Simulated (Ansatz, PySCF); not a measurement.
C6H11O, SMILES [C](CC(=O)C)(C)C, multiplicity 2. Atoms are numbered in the order given.

```xyz
18

C     -1.0411     1.5883    -0.9789
C     -1.0650     0.5854     0.1288
C     -2.0751    -0.5144     0.1118
C      0.1415     0.4081     1.0057
C      1.0981    -0.5754     0.3116
C      2.1958     0.0326    -0.5371
O      0.9313    -1.7723     0.3957
H     -2.0543     1.9661    -1.1991
H     -0.3969     2.4508    -0.7424
H     -0.6658     1.1575    -1.9330
H     -2.9738    -0.2380    -0.4616
H     -2.3843    -0.7950     1.1339
H     -1.6590    -1.4396    -0.3379
H     -0.1426    -0.0435     1.9701
H      0.6453     1.3719     1.1851
H      1.7767     0.7666    -1.2441
H      2.7298    -0.7556    -1.0837
H      2.9028     0.5811     0.1082
```
Charge 0, spin multiplicity 2.

The structure is a stationary point at B3LYP-D3(BJ)/def2-SVP. The isomer is the one that the SMILES or the coordinates give; other isomers of the formula were not compared. The values are those of a single conformer.

Two levels are set side by side: PBE-D3(BJ)/def2-SVP (Ansatz, a quantum-chemistry and plane-wave program) and B3LYP-D3(BJ)/def2-SVP (Ansatz). Each level has its own optimised geometry; the coordinates shown are those of the second. Frequencies come from the Hessian of PySCF at each geometry. Differences are taken from unrounded values.

| quantity | B3LYP-D3(BJ) | PBE-D3(BJ) | PBE-D3(BJ) minus B3LYP-D3(BJ) |
|---|---|---|---|
| mean bond length (Å) | 1.229 | 1.235 | 0.006 |
| bond C1–C2 (Å) | 1.494 | 1.494 | 0.000 |
| bond C2–C3 (Å) | 1.493 | 1.493 | 0.000 |
| bond C2–C4 (Å) | 1.502 | 1.500 | -0.002 |
| bond C4–C5 (Å) | 1.538 | 1.544 | 0.007 |
| bond C5–C6 (Å) | 1.515 | 1.517 | 0.003 |
| bond C5–O7 (Å) | 1.211 | 1.223 | 0.012 |
| bond C1–H8 (Å) | 1.104 | 1.112 | 0.008 |
| bond C1–H9 (Å) | 1.102 | 1.110 | 0.007 |
| bond C1–H10 (Å) | 1.112 | 1.120 | 0.008 |
| bond C3–H11 (Å) | 1.101 | 1.108 | 0.006 |
| bond C3–H12 (Å) | 1.104 | 1.114 | 0.010 |
| bond C3–H13 (Å) | 1.110 | 1.117 | 0.007 |
| bond C4–H14 (Å) | 1.102 | 1.110 | 0.008 |
| bond C4–H15 (Å) | 1.102 | 1.110 | 0.008 |
| bond C6–H16 (Å) | 1.102 | 1.110 | 0.008 |
| bond C6–H17 (Å) | 1.098 | 1.105 | 0.007 |
| highest harmonic wavenumber (cm⁻¹) | 3159 | 3104 | -54 |
| mean harmonic wavenumber (cm⁻¹) | 1408 | 1370 | -39 |
| zero-point energy (kcal/mol) | 96.63 | 93.98 | -2.64 |

GGA bonds tend to be longer and softer than those of functionals with exact exchange. Differences between two approximate levels are no errors against the true value.
